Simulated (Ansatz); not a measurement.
A nudged elastic band was laid between two geometries of AlClH4OSi + BrH (10 atoms, charge 0, multiplicity 1).

Theory: RHF/def2-SVP in Ansatz.

* movable images: 7
* climbing image: yes
* spring: 5.0 eV/Å²
* optimiser: quadratic models (default)
* start path: through a guess of the saddle point
* force threshold: 0.05 eV/Å
* iteration limit: 60
* end points: relaxed

Image 0:

```xyz
10
Properties=species:S:1:pos:R:3
Al -0.096 -0.153 0.063
O -0.684 -0.423 1.620
Si -1.376 -0.703 3.071
H -2.673 -1.397 2.917
H -0.488 -1.527 3.922
H -1.613 0.592 3.760
H 1.422 -0.252 -0.271
Cl -1.501 -0.047 -1.506
Br 0.080 2.950 0.745
H -0.559 2.770 1.990
```

Image 8:

```xyz
10
Properties=species:S:1:pos:R:3
Al -0.101 0.577 0.093
O -0.379 0.473 2.025
Si -1.425 -0.549 2.949
H -1.414 -1.841 2.259
H -0.804 -0.617 4.283
H -2.752 0.073 3.016
H 0.988 -0.491 -0.257
Cl -2.105 0.139 -0.531
Br 0.534 2.796 0.023
H -0.030 1.251 2.452
```

(1) Which bonds break or form, and what moves?

(2) What energy profile does the band end with?

(3) What is the geometry of the highest image?

(4) What are the harmonic wavenumbers there?

The band took 19 iterations and about 14 core-minutes.

Results:

(1) Bonds broken: Br9–H10. Bonds formed: Al1–Br9, O2–H10. AlClH4OSi + BrH becomes AlBrClH5OSi.

(2) The run converged. The highest image is number 3 of 0 to 8, 0.44 eV above the first end and 1.43 eV above the last; the last end lies 0.98 eV below the first. A vibrational analysis at the climbing image gives one clearly imaginary mode, 1126i cm⁻¹: a first-order saddle point. The orbitals stay closed-shell, which can raise the energy where a bond breaks towards radicals; this wasn't checked here.

| image | path coordinate (Å) | energy (eV) | Br9–H10 (Å) | Al1–Br9 (Å) | O2–H10 (Å) |
| --- | --- | --- | --- | --- | --- |
| 0 | 0.00 | 0.00 | 1.41 | 3.18 | 3.22 |
| 1 | 0.91 | 0.01 | 1.41 | 3.16 | 3.23 |
| 2 | 1.81 | 0.06 | 1.41 | 3.00 | 2.43 |
| 3 | 2.72 | 0.44 | 1.57 | 2.66 | 1.41 |
| 4 | 3.23 | -0.58 | 2.10 | 2.44 | 0.99 |
| 5 | 3.74 | -0.90 | 2.58 | 2.33 | 0.96 |
| 6 | 4.25 | -0.96 | 2.82 | 2.32 | 0.95 |
| 7 | 4.76 | -0.98 | 2.89 | 2.31 | 0.95 |
| 8 | 5.27 | -0.98 | 2.93 | 2.31 | 0.95 |

(3) 
```xyz
10
Properties=species:S:1:pos:R:3
Al -0.160 0.231 0.104
O -0.616 0.283 1.823
Si -1.402 -0.532 3.052
H -2.039 -1.740 2.487
H -0.420 -0.917 4.086
H -2.420 0.361 3.638
H 1.176 -0.462 -0.295
Cl -1.813 0.235 -1.206
Br 0.398 2.729 0.839
H -0.191 1.623 1.782
```

(4) 1126i, 41, 55, 93, 101, 218, 235, 335, 517, 588, 633, 716, 759, 808, 832, 1015, 1036, 1046, 1092, 1511, 2114, 2359, 2362, 2376 cm⁻¹.

Run time: 4.1 min on 4 threads of Intel(R) Xeon(R) Platinum 8259CL CPU @ 2.50GHz (Skylake/Cascade Lake), with other jobs on the host, peak memory 0.35 GiB.
